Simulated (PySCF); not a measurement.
## TDDFT excited states: C3H11NTi

Species: Ti(NH2)Me3, C3H11NTi (singlet state).
SMILES: `[CH3][Ti]([CH3])([CH3])[NH2]`

Computed with PySCF, TDDFT CAM-B3LYP/def2-SVPD, vertical, gas phase, core orbitals frozen in the response. Isolated species at its PBE0-D3(BJ)/def2-SVP geometry, gas phase.

| state | E (eV) | λ (nm) | f | main configurations (H = HOMO, L = LUMO) |
| --- | --- | --- | --- | --- |
| S1 | 3.71 | 334.5 | 0.0007 | H→L (77%), H-3→L (16%) |
| S2 | 3.92 | 316.3 | 0.0002 | H-1→L (80%) |
| S3 | 4.10 | 302.4 | 0.0008 | H-1→L+1 (90%) |
| S4 | 4.27 | 290.1 | 0.0020 | H→L+1 (68%), H-3→L+1 (13%), H-1→L (12%) |
| S5 | 4.50 | 275.8 | 0.0003 | H-2→L (83%) |
| S6 | 4.60 | 269.6 | 0.0019 | H-3→L (71%), H→L (16%) |
| S7 | 4.83 | 256.5 | 0.0022 | H-2→L+1 (84%) |
| S8 | 5.14 | 241.3 | 0.0067 | H→L+3 (75%) |
| S9 | 5.22 | 237.6 | 0.033 | H-3→L+1 (43%), H→L+4 (17%), H-1→L+4 (15%) |
| S10 | 5.30 | 234.1 | 0.0037 | H-1→L+4 (49%), H→L+4 (25%) |
| S11 | 5.32 | 233.1 | 0.018 | H→L+4 (31%), H-3→L+1 (29%), H-1→L+4 (15%) |
| S12 | 5.60 | 221.3 | 0.0094 | H-1→L+3 (46%), H-2→L+4 (15%), H→L+5 (9%) |
| S13 | 5.80 | 213.9 | 0.0034 | H-3→L+3 (64%), H-1→L+5 (14%), H→L+3 (11%) |
| S14 | 5.85 | 212.1 | 0.0009 | H-2→L+4 (59%), H→L+5 (16%) |
| S15 | 5.97 | 207.6 | 0.022 | H-1→L+5 (33%), H-3→L+4 (31%), H→L+4 (10%) |

Triplets, Tamm–Dancoff:

```tsv
state	E (eV)	λ (nm)	main configurations (H = HOMO, L = LUMO)
T1	3.41	363.7	H→L (76%), H-3→L (19%)
T2	3.51	353.5	H-1→L (91%)
T3	3.78	328.3	H→L+1 (74%), H-3→L+1 (14%)
T4	3.78	327.9	H-1→L+1 (85%)
```

The lowest singlet comes at 335 nm (358 kJ/mol) in the ultraviolet; it is very weak; its leading configuration is HOMO→LUMO (77%). The most intense listed level is S9 at 5.22 eV (238 nm, f = 0.033), 1.51 eV above S1. For S1 the Löwdin share of titanium is 25% in HOMO and 81% in LUMO; for S9 the Löwdin share of titanium is 24% in HOMO-3 and 77% in LUMO+1. The listed states span 2.27 eV, and the widest gap between neighbours is 0.30 eV (S7 to S8). Of the 15 states listed, 3 reach f = 0.01 and 2 stay under 0.0005. Orbital energies (eV): HOMO-3 -9.28, HOMO-2 -9.14, HOMO-1 -8.87, HOMO -8.73, LUMO -0.19, LUMO+1 0.07, LUMO+2 0.39. No computed singlet lies in the visible range (380 to 750 nm); the lowest, at 335 nm, stands 0.44 eV above its violet end (3.26 eV). The vertical ionisation energy (ΔSCF) is 9.29 eV, 3.32 eV above S15. Singlets were solved by full linear response, triplets in the Tamm–Dancoff approximation.

Hardware: AMD EPYC, one thread, shared host. Cost: 7.8 min of wall time (with the writing of density and orbital grids), 1.2 GiB resident at most.
